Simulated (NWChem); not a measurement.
System: C2H5O2 cation; SMILES [OH+]=C(O)C

Here is an NWChem input.

```
start job
memory heap 200 mb stack 900 mb global 1100 mb
charge 1
geometry units angstroms
  C      0.025633    -1.422421     0.003005
  C     -0.007293     0.053158     0.008588
  O     -1.142750     0.643176    -0.113415
  O      1.036739     0.813661     0.099296
  H      0.841241    -1.816369     0.639891
  H     -0.953419    -1.828704     0.317470
  H      0.210418    -1.759256    -1.043549
  H     -1.066175     1.630784    -0.132307
  H      1.884362     0.320199     0.193744
end
basis spherical
  * library def2-svp
end
dft
  xc becke88 lyp
  iterations 150
end
driver
  maxiter 120
end
task dft optimize
task dft freq
```

The level has its own optimisation; frequencies are unscaled.

Give the results of this calculation. (BLYP/def2-SVP.) Quantities: r C–C (Å); highest harmonic frequency (cm⁻¹); lowest (cm⁻¹); zero-point energy (kcal/mol).


```json
{
  "r C–C (Å)": "1.487",
  "highest harmonic frequency (cm⁻¹)": "3566",
  "lowest (cm⁻¹)": "42",
  "zero-point energy (kcal/mol)": "44.9"
}
```
